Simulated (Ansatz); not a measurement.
Born–Oppenheimer molecular dynamics of a periodic cell of 36 atoms, H$_{3}$C$_{2}$N (contents 6 CH3CN, density as packed 0.78 g/cm³ with natural masses). It goes on from the last frame of an earlier run, with new velocities.

Level of theory: Ansatz 0.2.0, DFT PBE-D3(BJ), scalar-relativistic, plane waves, PAW. Settings: accuracy low, cutoff 420 eV, k mesh 1x1x1, fermi-dirac smearing 0.05 eV, no spin polarisation.

- ensemble: NVT, Langevin thermostat
- time step: 0.5 fs
- steps asked: 400
- set temperature: 1500 K
- friction: 0.005 /fs
- seed: 877161

First frame:

```xyz
36
Lattice="8.0517 0.0000 0.0000 0.0000 8.0517 0.0000 0.0000 0.0000 8.0517" Properties=species:S:1:pos:R:3
C 2.914 2.421 2.285
C 3.515 2.727 3.554
N 4.144 2.734 4.600
H 2.634 3.500 2.009
H 3.743 2.228 1.754
H 2.038 1.767 2.644
C 2.313 6.394 4.356
C 2.602 5.999 2.971
N 3.306 5.652 2.100
H 3.323 6.180 4.802
H 2.352 7.451 4.496
H 1.463 5.759 4.877
C 7.183 4.360 3.697
C 7.675 5.311 2.474
N 8.261 5.833 1.554
H 7.205 4.836 4.609
H 6.163 4.090 3.772
H 7.981 3.605 3.743
C 5.935 1.248 7.977
C 4.926 0.987 7.098
N 4.116 0.428 6.524
H 5.864 2.222 8.734
H 6.445 0.249 8.466
H 6.864 1.500 7.249
C 7.225 0.231 3.440
C 6.200 -0.645 3.792
N 5.581 -1.604 3.987
H 7.969 0.081 4.166
H 8.039 0.094 2.696
H 6.862 1.304 3.676
C 1.297 2.516 7.343
C 0.835 2.561 5.851
N 0.715 2.318 4.691
H 0.869 1.534 7.753
H 2.320 2.683 7.208
H 0.978 3.342 8.004
```

Q: What does the run give?

A: All steps were run.

```
steps done                                               : 400
time covered                                             : 200 fs
mean temperature over the second half                    : 1380 K
spread of the potential energy over the second half      : 16.2 meV per atom
mean potential energy of the second half above the start : -34.4 meV per atom
```

A run of 0.2 ps of so small a system gives no equilibrium averages. Limits of this set-up: coarse k mesh, low accuracy level.

Q: What happens to the structure?

A: Mean squared displacements from the first frame to the last, about the centre of mass: C 2.53 Å², N 3.65 Å², H 5.81 Å². Another seed would give other details.

Q: How do temperature and energy run in time?

A: 
```json
{"time (fs)": "0.0", "T (K)": "1458", "potential energy less start (eV)": "0.000"}
{"time (fs)": "6.5", "T (K)": "1369", "potential energy less start (eV)": "0.502"}
{"time (fs)": "13.0", "T (K)": "1506", "potential energy less start (eV)": "-0.488"}
{"time (fs)": "19.5", "T (K)": "1367", "potential energy less start (eV)": "0.107"}
{"time (fs)": "26.0", "T (K)": "1456", "potential energy less start (eV)": "-0.526"}
{"time (fs)": "32.5", "T (K)": "1492", "potential energy less start (eV)": "-0.347"}
{"time (fs)": "39.0", "T (K)": "1536", "potential energy less start (eV)": "-1.008"}
{"time (fs)": "45.5", "T (K)": "1284", "potential energy less start (eV)": "-0.375"}
{"time (fs)": "52.0", "T (K)": "1473", "potential energy less start (eV)": "-1.295"}
{"time (fs)": "58.5", "T (K)": "1188", "potential energy less start (eV)": "-0.099"}
{"time (fs)": "65.0", "T (K)": "1354", "potential energy less start (eV)": "-1.314"}
{"time (fs)": "71.5", "T (K)": "1201", "potential energy less start (eV)": "-0.638"}
{"time (fs)": "78.0", "T (K)": "1327", "potential energy less start (eV)": "-1.079"}
{"time (fs)": "84.5", "T (K)": "1303", "potential energy less start (eV)": "-0.979"}
{"time (fs)": "91.0", "T (K)": "1216", "potential energy less start (eV)": "-0.574"}
{"time (fs)": "97.5", "T (K)": "1257", "potential energy less start (eV)": "-0.797"}
{"time (fs)": "104.0", "T (K)": "1419", "potential energy less start (eV)": "-1.403"}
{"time (fs)": "110.5", "T (K)": "1057", "potential energy less start (eV)": "0.277"}
{"time (fs)": "117.0", "T (K)": "1455", "potential energy less start (eV)": "-1.623"}
{"time (fs)": "123.5", "T (K)": "1225", "potential energy less start (eV)": "-0.830"}
{"time (fs)": "130.0", "T (K)": "1380", "potential energy less start (eV)": "-1.402"}
{"time (fs)": "136.5", "T (K)": "1446", "potential energy less start (eV)": "-1.525"}
{"time (fs)": "143.0", "T (K)": "1484", "potential energy less start (eV)": "-1.710"}
{"time (fs)": "149.5", "T (K)": "1407", "potential energy less start (eV)": "-1.154"}
{"time (fs)": "156.0", "T (K)": "1378", "potential energy less start (eV)": "-1.042"}
{"time (fs)": "162.5", "T (K)": "1425", "potential energy less start (eV)": "-1.548"}
{"time (fs)": "169.0", "T (K)": "1349", "potential energy less start (eV)": "-1.372"}
{"time (fs)": "175.5", "T (K)": "1452", "potential energy less start (eV)": "-1.872"}
{"time (fs)": "182.0", "T (K)": "1347", "potential energy less start (eV)": "-1.248"}
{"time (fs)": "188.5", "T (K)": "1347", "potential energy less start (eV)": "-1.202"}
{"time (fs)": "195.0", "T (K)": "1379", "potential energy less start (eV)": "-0.793"}
```

The run took 18 min on 1 thread of Intel(R) Xeon(R) Platinum 8259CL CPU @ 2.50GHz (Skylake/Cascade Lake) (shared host), peak memory 0.59 GiB.
